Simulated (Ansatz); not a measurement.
Cost and result up the ladder for the cluster OsO2 (3 atoms). Total charge 0; singlet. Geometry: r2SCAN-D4/def2-TZVP.

```tsv
atom	x (Å)	y (Å)	z (Å)
Os1	0.1751	0.8530	0.7771
O2	-0.5760	-0.6870	0.0077
O3	0.4009	-0.1660	-0.7848
```

Ansatz on 4 threads of AMD EPYC 7R43 on a shared host. Times are rough, and most runs start from the orbitals of an earlier one. No level here is sound enough to serve as a yardstick. Binding counts from free atoms at the same level (Os quintet, O triplet; other spins of the atoms weren't run), without zero-point energy or a counterpoise term.

In the def2 sets Os takes a core potential; there is no spin–orbit coupling. B3LYP takes the VWN-RPA correlation. HSE06 is defined as in plane-wave codes, on full-range PBE exchange. The structure holds 1 bond(s) between oxygen atoms. No other spin state of charge 0 was run. Another isomer (triplet) lies 5.13 eV lower at PBE0-D4/def2-TZVP; other spin states weren't run for this one.

Run but left out: CCSD(T)/def2-TZVPP (restricted singlet, unstable towards broken spin symmetry).

```json
{"level": "B3LYP-D4/def2-TZVP", "functions": "102", "wall time": "1.6 s", "binding energy per atom (eV)": "2.04", "remarks": "restricted SCF unstable in HF"}
{"level": "PBE0-D4/def2-TZVP", "functions": "102", "wall time": "1.7 s", "binding energy per atom (eV)": "1.99", "remarks": "restricted SCF unstable in HF"}
{"level": "HSE06-D4/def2-TZVP", "functions": "102", "wall time": "1.7 s", "binding energy per atom (eV)": "2.00", "remarks": "restricted SCF unstable in HF"}
{"level": "PBE-D4/def2-TZVP (with forces)", "functions": "102", "wall time": "1.8 s", "binding energy per atom (eV)": "2.64", "remarks": "restricted SCF unstable in HF"}
{"level": "r2SCAN-D4/def2-TZVP", "functions": "102", "wall time": "2.2 s", "binding energy per atom (eV)": "2.15", "remarks": "restricted SCF unstable in HF"}
```
